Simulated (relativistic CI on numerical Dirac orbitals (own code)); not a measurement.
# Hyperfine structure of K¹⁵⁺, mass number 39

Computed by Dirac-Coulomb-Breit CI, KLI orbitals optimised for each configuration, model QED, unscaled Slater integrals (own radial code, finite nucleus).

CI space (outside the closed core 1s2): 2s2, 2s 2p, 2p2, 2p 3s, 2p 3p, 2s 3s, 2s 3p, 2s 3d, 2s 4s, 2s 4p, 2s 4d, 2s 4f, 3s2, 3s 3p, 3p2. Levels of other configurations are missing.

Nuclear spin I = 3/2, μ = 0.39147 μN, Q = 0.0603 b (tables of Stone and Pyykkö). The electronic factors are computed for point nuclear moments, without core polarisation or the Bohr-Weisskopf and QED corrections.

```json
{"Level": "2s 2p 3P°_1", "E (eV)": "31.449", "A (MHz)": "19920", "B (MHz)": "-617"}
{"Level": "2s 2p 3P°_2", "E (eV)": "34.114", "A (MHz)": "14290", "B (MHz)": "1230"}
{"Level": "2s 2p 1P°_1", "E (eV)": "61.781", "A (MHz)": "3181", "B (MHz)": "1230"}
{"Level": "2p2 3P_1", "E (eV)": "82.203", "A (MHz)": "-112.5", "B (MHz)": "607"}
{"Level": "2p2 3P_2", "E (eV)": "84.243", "A (MHz)": "3811", "B (MHz)": "-1070"}
{"Level": "2p2 1D_2", "E (eV)": "92.959", "A (MHz)": "4780", "B (MHz)": "2270"}
{"Level": "2s 3s 3S_1", "E (eV)": "551.234", "A (MHz)": "30930", "B (MHz)": "-0.0379"}
{"Level": "2s 3p 1P°_1", "E (eV)": "565.876", "A (MHz)": "24190", "B (MHz)": "160"}
```

Levels with J = 0, under 50 % of one LS term, or S terms without an open s electron are left out. Small factors come from cancelling terms and can be off by tens of per cent or more.

At this charge energies of transitions that change n are usually good to better than 1 %, and those within a shell (Δn = 0) to a few per cent.

(1) Give the hyperfine levels of 2s 2p 3P°_1 relative to its centre of gravity.

Results:

(1) With K = F(F + 1) − I(I + 1) − J(J + 1), E = AK/2 + B[¾K(K + 1) − I(I + 1)J(J + 1)]/[2I(2I − 1)J(2J − 1)]: F = 1/2: -50580, F = 3/2: -19310, F = 5/2: 29730 MHz.

LS names give the leading component of a level, which can be under half, so a name can repeat, a term be missing and a line seem to break the LS rules.
